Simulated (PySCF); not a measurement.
This PySCF input asks for the NMR shieldings of SMILES [H]/N=C/[C@@H]1CC[BH2-][N+]1(C)C, C6H15BN2; the geometry comes from PBE0-D3(BJ)/def2-SVP.

```python
import basis_set_exchange as bse
import numpy as np
from pyscf import gto, dft
from pyscf.prop import nmr

atoms = """
C     0.800469   -1.653487   -0.536980
N     0.396336   -0.437165    0.178470
C     0.292363   -0.720422    1.618985
B    -1.043235    0.155977   -0.382803
C    -0.948232    1.697529    0.125578
C     0.559086    1.977128    0.307963
C     1.315105    0.713892   -0.111028
C     2.673477    0.562033    0.516133
N     3.660078    0.133432   -0.154451
H     1.785570   -2.004977   -0.194544
H     0.839791   -1.435009   -1.610199
H     0.041875   -2.427647   -0.363359
H     0.002100    0.189806    2.156793
H     1.244057   -1.102470    2.020114
H    -0.493736   -1.470359    1.766386
H    -1.926633   -0.558371    0.079374
H    -0.953102    0.050634   -1.603858
H    -1.483918    1.887423    1.070083
H    -1.387677    2.381619   -0.615283
H     0.808171    2.226371    1.354621
H     0.927219    2.823423   -0.291818
H     1.452022    0.693490   -1.201092
H     2.746879    0.859802    1.581484
H     4.503994    0.103301    0.426365
"""
names = dict.fromkeys(["C", "N", "B", "H"], "pcSseg-1")
basis = {el: gto.basis.parse(bse.get_basis(n, elements=[el], fmt="nwchem")) for el, n in names.items()}
mol = gto.M(atom=atoms, basis=basis, charge=0, verbose=0)
mf = dft.RKS(mol, xc="PBE0")
mf.grids.level = 2
mf.grids.alignment = dft.numint.BLKSIZE   # the property module wants whole blocks of grid points
mf.conv_tol = 1e-9
mf.kernel()

calc = nmr.RKS(mf)   # GIAO
C = mf.mo_coeff
Co = C[:, mf.mo_occ > 0]
resp = mf.gen_response(singlet=True, hermi=2)
def vind(x):   # induced exchange potential for any number of trial vectors
    d = np.einsum("pi,xij,qj->xpq", C, 2 * x.reshape(-1, C.shape[1], Co.shape[1]), Co, optimize=True)
    return np.einsum("xpq,pi,qj->xij", resp(d - d.transpose(0, 2, 1)), C, Co, optimize=True).ravel()
mo1, _ = nmr.rhf.solve_mo1(calc, with_cphf=vind)
sigma = calc.kernel(mo1)
for i, s in enumerate(sigma):   # ppm
    w = np.linalg.eigvalsh((s + s.T) / 2)
    print("%2d %-2s iso %8.1f  s11 %8.1f  s22 %8.1f  s33 %8.1f" % (i, mol.atom_pure_symbol(i), w.mean(), *w))
```

Task: Give the expected output.

Result: 
```
 0 C  iso    134.5  s11     99.5  s22    123.7  s33    180.4
 1 N  iso    185.1  s11    158.4  s22    180.9  s33    216.0
 2 C  iso    143.0  s11    118.1  s22    129.5  s33    181.5
 3 B  iso    104.6  s11     79.4  s22     96.3  s33    138.1
 4 C  iso    174.6  s11    156.2  s22    172.6  s33    195.1
 5 C  iso    154.9  s11    123.4  s22    160.8  s33    180.3
 6 C  iso    109.0  s11     84.8  s22    107.4  s33    134.8
 7 C  iso      2.4  s11   -107.0  s22      1.4  s33    112.7
 8 N  iso   -121.6  s11   -469.8  s22   -115.7  s33    220.9
 9 H  iso     28.9  s11     24.6  s22     27.1  s33     34.9
10 H  iso     28.8  s11     24.9  s22     26.2  s33     35.3
11 H  iso     28.6  s11     24.6  s22     26.1  s33     35.2
12 H  iso     28.6  s11     23.6  s22     27.9  s33     34.4
13 H  iso     29.6  s11     24.8  s22     27.7  s33     36.2
14 H  iso     29.0  s11     25.0  s22     26.5  s33     35.3
15 H  iso     28.7  s11     25.3  s22     27.8  s33     33.1
16 H  iso     28.8  s11     24.4  s22     28.7  s33     33.3
17 H  iso     30.4  s11     26.6  s22     27.2  s33     37.3
18 H  iso     30.2  s11     26.0  s22     26.8  s33     37.8
19 H  iso     29.6  s11     25.6  s22     27.3  s33     35.7
20 H  iso     29.1  s11     24.3  s22     27.2  s33     35.8
21 H  iso     28.3  s11     24.4  s22     27.5  s33     32.9
22 H  iso     23.4  s11     21.1  s22     22.9  s33     26.3
23 H  iso     20.4  s11     12.5  s22     24.1  s33     24.7
```

These numbers come from an equivalent density-fitted implementation of the same equations, which agrees with the script to about 0.01 ppm for H and up to a few tenths of a ppm for heavy atoms, so last digits may differ.

Task: Turn these shieldings into chemical shifts. Scale: TMS for 13C (184.41 ppm) and 1H (31.27 ppm); 15N (265.67 ppm) vs NH3; 11B (100.73 ppm) vs BF3·OEt2 (reference shieldings calculated alike).

Result: Averaging equivalent atoms: C 7: 182.1; C 6: 75.4; C 0: 49.9; C 2: 41.4; C 5: 29.6; C 4: 9.8; N 8: 387.2; N 1: 80.6; B 3: -3.9; H 23: 10.83; H 22: 7.84; H 21: 3.00; H 15: 2.54; H 9/10/11: 2.50; H 16: 2.46; H 12/13/14: 2.22; H 20: 2.16; H 19: 1.69; H 18: 1.08; H 17: 0.91 ppm. Experimental scales use liquid or dissolved standards, which lie at an offset from isolated NH3 (liquid NH3: subtract about 20 ppm). Unscaled 15N shifts of sp2 nitrogen come out 20 to 40 ppm too high even then.

Size and cost of the density-fitted run: 228 basis functions, 45 s wall time on 1 thread of an Arm Neoverse V1, shared host; peak memory 1.1 GiB.
